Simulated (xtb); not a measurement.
xtb input (GFN2-xTB):

```bash
xtb mol.xyz --gfn 2 --sp --chrg 0 --uhf 0
```
mol.xyz:
```
2

Ge    -0.00000000    -0.00000000    -0.67615959
S      0.00000000     0.00000000     1.35231918
```

End of the output:

```
         :::::::::::::::::::::::::::::::::::::::::::::::::::::
         ::                     SUMMARY                     ::
         :::::::::::::::::::::::::::::::::::::::::::::::::::::
         :: total energy              -5.228537931056 Eh    ::
         :: gradient norm              0.005554782169 Eh/a0 ::
         :: HOMO-LUMO gap              3.117879294047 eV    ::
         ::.................................................::
         :: SCC energy                -5.246127634063 Eh    ::
         :: -> isotropic ES           -0.006348770475 Eh    ::
         :: -> anisotropic ES          0.003738427343 Eh    ::
         :: -> anisotropic XC         -0.000412434571 Eh    ::
         :: -> dispersion             -0.000992264941 Eh    ::
         :: repulsion energy           0.017589703008 Eh    ::
         :: add. restraining           0.000000000000 Eh    ::
         :: total charge              -0.000000000000 e     ::
         :::::::::::::::::::::::::::::::::::::::::::::::::::::

           -------------------------------------------------
          |                Property Printout                |
           -------------------------------------------------

    * Orbital Energies and Occupations

         #    Occupation            Energy/Eh            Energy/eV
      -------------------------------------------------------------
         1        2.0000           -0.6900517             -18.7773
         2        2.0000           -0.6346704             -17.2703
         3        2.0000           -0.3994183             -10.8687
         4        2.0000           -0.3912390             -10.6462
         5        2.0000           -0.3912390             -10.6462 (HOMO)
         6                         -0.2766591              -7.5283 (LUMO)
         7                         -0.2766591              -7.5283
         8                         -0.1298590              -3.5336
         9                         -0.0618229              -1.6823
        10                         -0.0618229              -1.6823
        11                          0.0093580               0.2546
        12                          0.0093580               0.2546
        13                          0.0276042               0.7511
        14                          0.0276042               0.7511
        15                          0.0644719               1.7544
Note: The following floating-point exceptions are signalling: IEEE_DENORMAL
normal termination of xtb
        16                          0.1288125               3.5052
       ...                                ...                  ...
        18                          1.0043440              27.3296
      -------------------------------------------------------------
                  HL-Gap            0.1145800 Eh            3.1179 eV
             Fermi-level           -0.3339491 Eh           -9.0872 eV

     #   Z          covCN         q      C6AA      α(0)
     1  32 Ge       0.898     0.304   279.385    35.750
     2  16 S        0.898    -0.304   152.152    20.864

 Mol. C6AA /au·bohr⁶  :        834.669387
 Mol. C8AA /au·bohr⁸  :      60265.836514
 Mol. α(0) /au        :         56.614057

Wiberg/Mayer (AO) data.
largest (>0.10) Wiberg bond orders for each atom

 ---------------------------------------------------------------------------
     #   Z sym  total        # sym  WBO       # sym  WBO       # sym  WBO
 ---------------------------------------------------------------------------
     1  32 Ge   2.436 --     2 S    2.436
     2  16 S    2.436 --     1 Ge   2.436
 ---------------------------------------------------------------------------

Topologies differ in total number of bonds
Writing topology from bond orders to xtbtopo.mol

molecular dipole:
                 x           y           z       tot (Debye)
 q only:        0.000       0.000      -1.163
   full:       -0.000      -0.000      -1.995       5.070
molecular quadrupole (traceless):
                xx          xy          yy          xz          yz          zz
 q only:        0.743       0.000       0.743       0.000       0.000      -1.487
  q+dip:        0.875       0.000       0.875       0.000      -0.000      -1.750
   full:        2.557       0.000       2.557       0.000      -0.000      -5.115

           -------------------------------------------------
          | TOTAL ENERGY               -5.228537931056 Eh   |
          | GRADIENT NORM               0.005554782169 Eh/α |
          | HOMO-LUMO GAP               3.117879294047 eV   |
           -------------------------------------------------

------------------------------------------------------------------------
------------------------------------------------------------------------
 total:
 SCF:
```
